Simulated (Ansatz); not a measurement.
A search over several starts for the lowest SCF solution of Cr₄N₄ at the given spin, in a small basis.

```yaml
crystal:
  periodic: [false, false, false]
  atoms:
    - {symbol: Cr, position_ang: [0.622419, 1.191968, 0.908316]}
    - {symbol: Cr, position_ang: [-0.698754, 0.558858, -1.297821]}
    - {symbol: Cr, position_ang: [0.469796, -1.260993, 0.135358]}
    - {symbol: Cr, position_ang: [-1.825993, -0.197751, 0.890238]}
    - {symbol: N, position_ang: [-1.139002, -1.176726, -0.573071]}
    - {symbol: N, position_ang: [-0.098087, -0.345375, 1.615004]}
    - {symbol: N, position_ang: [1.268875, 1.249107, -0.914758]}
    - {symbol: N, position_ang: [1.400757, -0.019091, -0.763267]}
basis:
  gaussian: {orbitals: def2-SVP, initial_orbitals: start.molden}
magnetization: {spin_polarized: true, initial_magnetization: 4}
hamiltonian: {xc: pbe, dispersion: d4}
output: {orbitals: {seedname: orbitals}}
```

The file start.molden holds the orbitals of an earlier run on this structure, at another level or in another basis.

```sh
$ ansatz run in.yaml --threads 4 --pin off --events-out ev --progress --plain --max-ram 6963MiB
```

Output, abridged:

```
Functional definition: PBE
  name "PBE"
  cite "Perdew, Burke & Ernzerhof, Phys. Rev. Lett. 77, 3865 (1996) doi:10.1103/PhysRevLett.77.3865"
  parent pbe
  parameter kappa = 0.804
  parameter beta = 0.06672455060314922
  exchange = pbe_x(kappa = kappa, mu = beta*pi^2/3)
  correlation = pbe_c(beta = beta)
2276 factors; their error is unknown
mean field evaluation 1: about -119597.4974 eV, gradient 1.7e-1 eV
mean field evaluation 2: about -119597.4188 eV, gradient 8.8e-5 eV
mean field evaluation 4: about -119597.4188 eV, gradient 5.8e-5 eV
mean field evaluation 8: about -119597.4188 eV, gradient 4.1e-5 eV
mean field evaluation 16: about -119468.7154 eV, gradient 1.8e2 eV
mean field evaluation 32: about -119596.8338 eV, gradient 1.7e0 eV
mean field evaluation 64: about -119524.9153 eV, gradient 1.0e2 eV
mean field evaluation 96: about -119498.2209 eV, gradient 1.2e2 eV
mean field evaluation 128: about -119514.2606 eV, gradient 1.0e2 eV
mean field evaluation 160: about -119480.6229 eV, gradient 1.2e2 eV
mean field evaluation 192: about -119503.5055 eV, gradient 1.1e2 eV
mean field evaluation 224: about -119514.1466 eV, gradient 1.1e2 eV
mean field evaluation 256: about -119471.9870 eV, gradient 1.3e2 eV
mean field evaluation 288: about -119468.2376 eV, gradient 1.3e2 eV
mean field evaluation 320: about -119553.8456 eV, gradient 3.9e1 eV
mean field evaluation 352: about -119597.0380 eV, gradient 3.0e-1 eV
mean field evaluation 384: about -119596.9311 eV, gradient 8.1e-3 eV
mean field evaluation 416: about -119597.3112 eV, gradient 1.6e0 eV
mean field evaluation 448: about -119595.9414 eV, gradient 1.0e1 eV
mean field evaluation 480: about -119597.2111 eV, gradient 1.8e0 eV
mean field -119597.41880667 eV, -4395.1240751032 hartree, gradient 6.9e-6 eV, S^2 9.952905; 15 other end points of the search recorded, 0 dependent functions left out
reference -119597.41886368 eV, -4395.1240771983 hartree; 64, 60 occupied and 116, 120 virtual orbitals, 2276 factors
Total energy: -119598.04210964 eV, -4395.1469810647 hartree
```

Run time 2.6 min (4 threads of Arm Neoverse V1 on a shared host), peak host memory 0.88 GiB.

Other converged states that the search met: 0.49 eV higher (⟨S²⟩ = 9.61).

The charge 0 quintet is spin-contaminated (final ⟨S²⟩ up to 9.95, 6.00 for a pure state). The geometry of the quintet was relaxed on an unsound state (⟨S²⟩ 9.95, where a pure state has 6.00). The structure comes from a short search, and lower isomers may exist.
